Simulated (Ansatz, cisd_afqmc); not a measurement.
Species: SiS, charge 1, doublet. SiS+ (parent SMILES [Si]=S, doublet).
B3LYP-D3(BJ)/def2-TZVP minimum from Ansatz (a program for electronic structure):
```
Si
S 1 2.0827
```
Charge +1, spin multiplicity 2.

Total energies in cc-pV(D+d)Z, 9 correlated electrons, 10 frozen orbitals. Radicals and triplets start from unrestricted determinants; spin-orbit coupling is neglected. Correlated methods leave the cores frozen. No relativity. AFQMC/CISD: phaseless, guided by CISD from CCSD amplitudes; bars are statistical, one sigma. Outlying blocks are dropped, and bars are widened where a walk drifts. Over all cases where full CI ran beside it in this data, AFQMC minus full CI had a median of +0.1 mEh and passed +0.4 mEh in a tenth of the cases. The spin of SSi+ (parent SMILES [Si]=S, doublet) was assumed, and the state is the lowest solution found for it.

```tsv
method	program	energy (Eh)	minus CCSDTQ (mEh)
HF	Ansatz	-686.15350	206.83
MP2	Ansatz	-686.31667	43.65
CCSD	Ansatz	-686.35040	9.92
CCSD(T)	Ansatz	-686.35821	2.12
CCSDT(Q)	Ansatz	-686.36038	-0.05
CCSDTQ	Ansatz	-686.36033	0.00
AFQMC/CISD	cisd_afqmc	-686.3600 ± 0.0004	0.4 ± 0.4
```

Rough core times of Ansatz's runs on a shared machine: CCSD(T) 20 s, CCSDT(Q) 40 s, CCSDTQ 10 min.
